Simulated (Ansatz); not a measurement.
Computed with Ansatz on PBE0-D4/def2-TZVP structures; ΔE is electronic, products minus reactants. CCSD(T)/CBS adds triple-zeta CCSD(T) − MP2 to the extrapolated MP2 energy (def2 sets, frozen cores). This one scheme is used for every species. DFT in def2-TZVPP. B3LYP here is the variant with VWN-RPA as its local correlation; programs differ in this. HSE06 is defined as in plane-wave codes. One conformer a species, not always the lowest.

Consider the ligand exchange at the Si–F bond: `N[Si](O)(F)F` + HCl → `N[Si](O)(F)Cl` + H–F.

```csv
level,ΔE (kJ/mol),difference from CCSD(T)/CBS
LDA (SPW92),49.7,-2.5
PBE-D4,44.0,-8.2
revPBE-D4,40.0,-12.2
BLYP-D4,52.5,0.3
r2SCAN-D4,54.3,2.1
PBE0-D4,45.9,-6.3
B3LYP-D4,54.4,2.2
r2SCANh-D4,54.0,1.8
r2SCAN0-D4,53.8,1.6
HSE06-D4,45.6,-6.6
BHLYP-D4,58.0,5.8
CAM-B3LYP-D4,60.2,8.0
ωB97X-V,53.6,1.4
B2PLYP,58.6,6.4
PBE-QIDH,50.4,-1.8
revPBE,47.8,-4.4
BLYP,60.9,8.7
r2SCAN,55.2,3.0
B3LYP,61.2,9.0
r2SCANh,55.1,2.9
r2SCAN0,54.9,2.7
HSE06,49.0,-3.2
BHLYP,64.3,12.1
CAM-B3LYP,64.0,11.8
LC-ωPBE,53.4,1.2
HF/def2-SVP,59.3,7.1
MP2/def2-SVP,52.6,0.4
CCSD/def2-SVP,57.2,5.0
CCSD(T)/def2-SVP,55.9,3.7
HF/def2-TZVPP,69.8,17.6
MP2/def2-TZVPP,50.6,-1.6
SCS-MP2/def2-TZVPP,56.7,4.5
CCSD/def2-TZVPP,59.9,7.7
CCSD(T)/def2-TZVPP,56.9,4.7
HF/def2-QZVPP,71.7,19.5
MP2/def2-QZVPP,48.5,-3.7
SCS-MP2/def2-QZVPP,54.6,2.4
HF/CBS(def2),72.0,19.8
MP2/CBS(def2),45.9,-6.3
CCSD/CBS(def2),55.2,3.0
CCSD(T)/CBS,52.2,0
```

**Question.** What do rigid-rotor, harmonic-oscillator terms from PBE0-D4/def2-TZVP frequencies (298.15 K, 1 bar) make of the CCSD(T)/CBS value? (An estimate is asked.)

**Answer.** Ansatz gave: ΔZPE = +3.4 kJ/mol, ΔH = +56.6 kJ/mol, ΔS = -1 J/(mol·K), ΔG = +56.9 kJ/mol.

Largest T1 diagnostic among the species: 0.011.

The D4 term adds −6.8 kJ/mol with B3LYP and −3.6 kJ/mol with PBE0; it sums over pairs of atoms, weighted by their polarisabilities, and B3LYP, whose exchange is more repulsive, gets the larger term. From BLYP to BHLYP (50 % exact exchange), in def2-TZVPP and without D4, ΔE moves by +3.4 kJ/mol.
